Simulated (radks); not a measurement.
Results of a calculation; reference values are marked as such.
Question: The table gives one normalised radial function P(r) = r R(r) of Eu+ in [Xe] 4f7 6s1 (r in bohr). Level of theory: scalar-relativistic Kohn-Sham, PBE, spin-polarised, spherical densities, point nucleus; open shells are filled with parallel spins first (spin-orbit coupling, left out, can overturn this in heavy ions); hard spherical wall at 3.5 bohr (a radial shooting solver on a logarithmic mesh with Libxc functionals).

r	P
0.001193	0.0000
0.00178	0.0000
0.002655	0.0000
0.003961	0.0001
0.005909	0.0003
0.008745	0.0010
0.01305	0.0028
0.01946	0.0080
0.02904	0.0212
0.04332	0.0517
0.06462	0.1104
0.0964	0.1925
0.1438	0.2402
0.2145	0.1363
0.3201	-0.1532
0.4737	-0.3690
0.7066	-0.1704
1.054	0.3685
1.573	0.7899
2.346	0.7279
3.5	0.0000

Which n and l does it have? It may be an empty orbital.

Answer: n = 5, l = 2: the number of nodes gives n - l - 1 = 2, the rise at small r (about r^(l+1), flatter next to the nucleus through relativity) gives l, and the extent must fit the shell. The curve is that of 5d up; the table hardly tells the two spins apart. 5d up (empty): eigenvalue 2.092 eV, 2 radial nodes at r = 0.264, 0.813 bohr, <r> = 1.91 bohr, 90 % of the charge inside 2.65 bohr.
